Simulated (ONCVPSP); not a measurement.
**Rb (Z = 37), ONCV: configuration errors across variants**

```json
{
 "Element": "rubidium (Rb)",
 "Generator": "ONCVPSP 4.0.1",
 "Type": "optimised norm-conserving Vanderbilt (ONCV)",
 "Functional": "PBE",
 "Relativity": "scalar-relativistic",
 "Frozen core": "[Ar] 3d10",
 "Valence charge": "9",
 "Reference configuration": "4s2 4p6 5s1",
 "Partial waves": "4s+5s: rc 2.75 bohr, ncon 4, nbas 8, qcut 3.3 1/bohr, 2 projectors; 4p: rc 1.75 bohr, ncon 4, nbas 9, qcut 5.4 1/bohr, 2 projectors, debl 2.2 Ha; d scattering state at 0.12 Ha: rc 2.95 bohr, ncon 4, nbas 9, qcut 3.2 1/bohr, 3 projectors, debl 1.2 Ha",
 "Local potential": "polynomial inside 1.70 bohr (lpopt 5, dvloc0 -1 Ha)",
 "Core correction": "Teter function, fcfact 5.25, rcfact 1"
}
```

All-electron excitation energies from the reference (eV): (1) 4s2 4p6 5s0 4.154; (2) 4s2 4p6 5s0.5 1.578; (3) 4s2 4p6 5s0 5p1 1.520; (4) 4s1 4p6 5s1 37.735.

Errors AE − PS in meV (a dash: test not solved or not reliable):

| change | (1) | (2) | (3) | (4) | bound ghosts | GHOST(+) flags above zero |
| --- | --- | --- | --- | --- | --- | --- |
| base | -0.5 | -0.1 | -0.2 | -307 | none | none |
| all radii but the core radius scaled by about 0.77 (s 2.10, p 1.34, d 2.26 bohr); local potential polynomial inside 1.30 bohr (lpopt 5, dvloc0 -1 Ha) | -0.5 | -0.1 | -0.2 | -194 | none | s |
| all radii but the core radius scaled by about 0.85 (s 2.34, p 1.48, d 2.52 bohr); local potential polynomial inside 1.44 bohr (lpopt 5, dvloc0 -1 Ha) | -0.5 | -0.1 | -0.2 | -251 | none | s |
| all radii but the core radius scaled by about 0.96 (s 2.64, p 1.68, d 2.84 bohr); local potential polynomial inside 1.64 bohr (lpopt 5, dvloc0 -1 Ha) | -0.5 | -0.1 | -0.2 | -297 | none | s |
| all radii but the core radius scaled by about 1.03 (s 2.84, p 1.80, d 3.04 bohr); local potential polynomial inside 1.76 bohr (lpopt 5, dvloc0 -1 Ha) | -0.5 | -0.1 | -0.2 | -310 | none | none |
| all radii but the core radius scaled by about 1.08 (s 2.96, p 1.88, d 3.18 bohr); local potential polynomial inside 1.84 bohr (lpopt 5, dvloc0 -1 Ha) | -0.5 | -0.1 | -0.2 | -313 | none | none |
| all radii but the core radius scaled by about 1.14 (s 3.14, p 2.00, d 3.38 bohr); local potential polynomial inside 1.94 bohr (lpopt 5, dvloc0 -1 Ha) | -0.5 | -0.1 | -0.2 | -307 | none | none |
| all radii but the core radius scaled by about 1.19 (s 3.28, p 2.10, d 3.52 bohr); local potential polynomial inside 2.04 bohr (lpopt 5, dvloc0 -1 Ha) | -0.6 | -0.1 | -0.2 | -297 | none | none |
| all radii but the core radius scaled by about 1.28 (s 3.50, p 2.24, d 3.76 bohr); local potential polynomial inside 2.16 bohr (lpopt 5, dvloc0 -1 Ha) | -0.8 | -0.1 | -0.2 | -266 | none | none |
| all radii but the core radius scaled by about 1.34 (s 3.68, p 2.34, d 3.94 bohr); local potential polynomial inside 2.28 bohr (lpopt 5, dvloc0 -1 Ha) | -1.0 | -0.2 | -0.2 | -234 | none | none |

Q: Give the same row for: all radii but the core radius scaled by about 0.92 (s 2.52, p 1.60, d 2.70 bohr); local potential polynomial inside 1.56 bohr (lpopt 5, dvloc0 -1 Ha).

A: -0.5, -0.1, -0.2, -283; bound ghosts: none; GHOST(+) flags above zero: s.
